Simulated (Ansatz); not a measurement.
`NB([SiH3])CF` + `O[SiH](Cl)Cl` → `[SiH3]O[SiH](Cl)Cl` + `NBCF`  (cleavage of the Si–B bond)

Calculated with Ansatz (gas phase, PBE0-D4/def2-TZVP geometries, no zero-point term in ΔE). CCSD(T)/CBS is the MP2 limit (def2-TZVPP, def2-QZVPP) plus CCSD(T) − MP2 in def2-TZVPP, frozen cores. This one scheme is used for every species. Functionals use def2-TZVPP. One conformer a species, not always the lowest.

CCSD(T)/CBS gives -1.25 eV.

(1) Another level gave -1.17 eV. Which?
A. CCSD/def2-TZVPP
B. ωB97X-V/def2-TZVPP
C. PBE0/def2-TZVPP
D. r2SCAN-D4/def2-TZVPP

Largest T1 diagnostic among the species: 0.013.

Answers

(1) D. r2SCAN-D4 -1.17, CCSD/def2-TZVPP -1.28, ωB97X-V -1.22, PBE0 -1.07 eV.

In def2-TZVPP, CCSD(T) changes the Hartree–Fock value by +0.31 eV (the triples alone add +0.05 eV) and MP2 by +0.24 eV. From PBE to PBE0 (25 % exact exchange), in def2-TZVPP and without D4, ΔE moves by −0.10 eV.
